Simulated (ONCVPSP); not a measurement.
Mn (Z = 25), ONCV: configuration errors across variants

ONCVPSP 4.0.1 input, shortened (lines: element, Z, core and valence counts, functional; n l f; lmax; l rc ep ncon nbas qcut; lloc lpopt rc5 dvloc0; l nproj debl; icmod fcfact rcfact), PBEsol, scalar-relativistic:

```
  Mn 25.00    3    4  -116133      upf
    1    0    2.00
    2    0    2.00
    2    1    6.00
    3    0    2.00
    3    1    6.00
    3    2    5.00
    4    0    2.00
    3
    0    1.35    0.00    3    6   10.90
    1    1.05    0.00    4    8   16.00
    2    1.25    0.00    4    8   13.80
    3    1.20    0.09    4    8    9.50
    4    3    1.00    3.00
    0    2    1.80
    1    2    2.40
    2    1    3.10
    3    2    3.60
    0    0.00    0.00
```

All-electron excitation energies from the reference (eV): (1) 3s2 3p6 3d5 4s1 8.433; (2) 3s2 3p6 3d5 4s0 23.945; (3) 3s2 3p6 3d4 4s0 56.425; (4) 3s2 3p6 3d6 4s1 -0.366.

2 further variants failed, have other tests or too few solved ones, and are left out.

Errors AE − PS in meV (a dash: test not solved or not reliable):

| change | (1) | (2) | (3) | (4) | bound ghosts | GHOST(+) flags above zero |
| --- | --- | --- | --- | --- | --- | --- |
| base | -0.1 | +1.2 | -8.2 | 0.0 | none | none |
| p: rc 0.74; local potential polynomial inside 0.74 bohr (lpopt 3, dvloc0 3 Ha) | -0.1 | +1.1 | -5.4 | +1.0 | none | none |
| p: rc 0.84; local potential polynomial inside 0.84 bohr (lpopt 3, dvloc0 3 Ha) | -0.1 | +1.2 | -6.0 | +0.8 | none | none |
| p: rc 0.98; local potential polynomial inside 0.98 bohr (lpopt 3, dvloc0 3 Ha) | -0.1 | +1.2 | -7.9 | +0.1 | none | none |
| p: rc 1.16 | -0.1 | +1.2 | -8.2 | 0.0 | none | none |

Problem. Give the same row for: p: rc 1.48.

Solution. -0.1, +1.0, -6.0, +0.3; bound ghosts: none; GHOST(+) flags above zero: none.
